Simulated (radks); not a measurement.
Task: The table gives one normalised radial function P(r) = r R(r) of V16+ in [He] 2s2 2p3 (r in bohr). Calculated with a radial shooting solver on a logarithmic mesh with Libxc functionals: scalar-relativistic Kohn-Sham, BLYP, spin-polarised, spherical densities, finite nucleus; open shells are filled with parallel spins first; Fermi nuclear charge, rms radius 3.6002 fm.

r           P
0.007306   0.4399
0.00914    0.5247
0.01134    0.6150
0.01419    0.7143
0.01761    0.8100
0.02204    0.8996
0.02757    0.9647
0.03421    0.9853
0.0428     0.9384
0.05312    0.8015
0.06646    0.5403
0.08249    0.1625
0.1032    -0.3463
0.1281    -0.9012
0.1602    -1.4497
0.1989    -1.8353
0.2488    -1.9729
0.3088    -1.8065
0.3863    -1.3833
0.4794    -0.8809
0.5998    -0.4347
0.7444    -0.1670
0.9314    -0.0439
1.156     -0.0079
1.446     -0.0008
1.795     0.0000
2.245     0.0000

Which n and l does it have? It may be an empty orbital.

Result: n = 2, l = 0: the number of nodes gives n - l - 1 = 1, the rise at small r (about r^(l+1)) gives l, and the extent must fit the shell. The curve is that of 2s up; the table hardly tells the two spins apart. 2s up: eigenvalue -1204.0 eV, 1 radial node at r = 0.0891 bohr, <r> = 0.288 bohr, 90 % of the charge inside 0.443 bohr.
